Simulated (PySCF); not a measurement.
**Excitation energy of Sb⁺ by level of theory**

Sb⁺ [Kr] 4d10 5s2 5p2 (3P) → Sb⁺ [Kr] 4d10 5s1 5p2 5d1 (high-spin determinant), as a difference of total energies. Calculation: PySCF 2.14, in aug-cc-pVQZ-DK3; the spin-free X2C one-electron Hamiltonian (Gaussian nucleus). Correlated levels: valence: [Kr] 4d10 frozen. The calculations carry no spin-orbit coupling.

```
           method  excitation energy (eV)
              UHF                  14.484
    MP2 (valence)                  15.325
SCS-MP2 (valence)                  15.733
   CCSD (valence)                  15.199
CCSD(T) (valence)                  15.142
```

Question: How much does correlation contribute at CCSD(T) (valence)?

Answer: 15.142 − (14.484) = 0.658 eV, measured against UHF.

A first-order spin-orbit estimate (lowest level to lowest level, LS coupling) adds 0.071 eV.

The promoted electron is Rydberg-like, and one or two diffuse shells describe it only roughly, which tends to raise the upper state.

The coupled-cluster amplitudes are large for the upper state (T1 above 0.03 or a double amplitude above 0.15), so a single reference is strained.

The determinant of the upper state mixes LS terms, which raises its energy above the lowest term, most at the Hartree-Fock and MP2 levels.
